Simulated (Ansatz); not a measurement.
Cost and result up the ladder for GaH2Et (C2H7Ga) (10 atoms). Charge 0, multiplicity 1. Geometry: r2SCAN-D4/def2-SVP.

```
atom   x (Å)   y (Å)   z (Å)
  C1  -0.086   0.491   0.409
  C2   1.215   0.390  -0.388
 Ga3  -1.419  -0.930   0.106
  H4  -1.141  -2.085  -0.924
  H5  -2.775  -0.912   0.901
  H6   0.116   0.512   1.497
  H7  -0.598   1.453   0.212
  H8   1.903   1.225  -0.169
  H9   1.757  -0.544  -0.168
 H10   1.030   0.399  -1.475
```

Ansatz on 2 threads of Intel Xeon 6975P-C on a shared host. Times are rough, and most runs start from the orbitals of an earlier one. CAM-B3LYP-D4/def2-TZVP serves as the yardstick here, not as an exact answer. Differences are given only for rows in sets of like size (and for xTB, whose basis is part of the method), since another set adds its own error. Binding counts from free atoms at the same level (C triplet, Ga doublet, H doublet; other spins of the atoms weren't run), without zero-point energy or a counterpoise term.

Correlated methods freeze 11 core orbitals; core or outer-core shells of Ga are correlated, in sets that lack core-valence functions. Another isomer (singlet) lies 0.48 eV lower at PBE0-D4/def2-TZVP; other spin states weren't run for this one.

Correlated methods converge slowly with the basis.

```json
{"level": "r2SCANh-D4/def2-TZVP", "functions": "152", "binding energy per atom (eV)": "3.43", "difference from CAM-B3LYP-D4/def2-TZVP (eV)": "-0.02"}
{"level": "PBE0-D4/def2-TZVP", "functions": "152", "binding energy per atom (eV)": "3.43", "difference from CAM-B3LYP-D4/def2-TZVP (eV)": "-0.01"}
{"level": "PBE-D4/def2-SVP", "functions": "95", "binding energy per atom (eV)": "3.47", "difference from CAM-B3LYP-D4/def2-TZVP (eV)": "–"}
{"level": "r2SCAN-D4/def2-TZVP", "functions": "152", "binding energy per atom (eV)": "3.43", "difference from CAM-B3LYP-D4/def2-TZVP (eV)": "-0.01"}
{"level": "CCSD(T)/def2-TZVP", "functions": "152", "binding energy per atom (eV)": "3.33", "difference from CAM-B3LYP-D4/def2-TZVP (eV)": "-0.11"}
{"level": "CAM-B3LYP-D4/def2-TZVP", "functions": "152", "binding energy per atom (eV)": "3.44", "difference from CAM-B3LYP-D4/def2-TZVP (eV)": "0.00"}
{"level": "PBE0-D4/def2-SVP", "functions": "95", "binding energy per atom (eV)": "3.45", "difference from CAM-B3LYP-D4/def2-TZVP (eV)": "–"}
{"level": "PBE-D4/def2-TZVP (with forces)", "functions": "152", "binding energy per atom (eV)": "3.45", "difference from CAM-B3LYP-D4/def2-TZVP (eV)": "0.01"}
```

Q: Estimate how long each takes.

A: PBE-D4/def2-SVP 0.65 s; PBE0-D4/def2-SVP 0.95 s; PBE-D4/def2-TZVP (with forces) 1.3 s; PBE0-D4/def2-TZVP 1.4 s; CAM-B3LYP-D4/def2-TZVP 1.6 s; r2SCAN-D4/def2-TZVP 1.9 s; r2SCANh-D4/def2-TZVP 2.1 s; CCSD(T)/def2-TZVP 10 s. On shared hardware such times vary by a factor of up to 3.
